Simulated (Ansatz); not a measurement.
Frontier orbitals of `C=C1O[SiH2]O1`.

```xyz
9

C    -1.671   -0.353    0.694
C    -0.476   -0.100    0.198
O     0.724   -0.002    0.874
Si    1.452    0.307   -0.604
O    -0.132    0.128   -1.120
H    -1.786   -0.512    1.755
H    -2.524   -0.400    0.036
H     2.393   -0.731   -1.075
H     2.019    1.664   -0.758
```

The species carries charge 0 and has multiplicity 1. All single points use the PBE0-D4/def2-TZVP geometry. Basis def2-TZVPP, Ansatz 0.2.0.

Orbital energies of one run (eV). Highest occupied ones, from the top: -8.97, -12.35, -12.46, -12.88, -13.66, -13.80, -16.13, -16.17, -17.31, -17.52, -19.27, -24.10, -30.61, -34.17. Empty: 1.17, 2.53, 3.47, 3.54, 4.63, 5.21.

(1) Which functional gave them?
A. ωB97X-V
B. LC-ωPBE
C. CAM-B3LYP
D. r2SCAN

Answers

(1) A. HOMO energies: ωB97X-V -8.97, CAM-B3LYP -7.99, r2SCAN -5.66, LC-ωPBE -9.36 eV.

LC-ωPBE has ω = 0.4 bohr⁻¹.
